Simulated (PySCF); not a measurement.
Precursor series Y F-NH2. Isolated molecules, 0 K electronic values unless said otherwise. One relaxed conformer stands for each flexible species; it need not be the lowest.

The charge on the central atom (Mulliken) from two functionals at the same geometries (r2SCAN-D4/def2-SVP), both in PySCF: PBE-D3(BJ)/def2-TZVP and TPSSh-D3(BJ)/def2-TZVP. 

```tsv
species	TPSSh-D3(BJ)/def2-TZVP (e)
0 of 3 F replaced by NH2 ([Y(F)3])	1.56
1 of 3 F replaced by NH2 ([Y(F)2(NH2)])	1.50
2 of 3 F replaced by NH2 ([Y(F)(NH2)2])	1.47
```

Task: What does PBE-D3(BJ)/def2-TZVP give for each?

Result: 
- 0 of 3 F replaced by NH2 ([Y(F)3]): 1.43
- 1 of 3 F replaced by NH2 ([Y(F)2(NH2)]): 1.36
- 2 of 3 F replaced by NH2 ([Y(F)(NH2)2]): 1.32
Over these rows, drawn at random from the members with no instability flagged (it was tested for open shells, ions and some series alone), PBE minus TPSSh-D3(BJ): mean -0.14 e, from -0.15 e to -0.13 e.
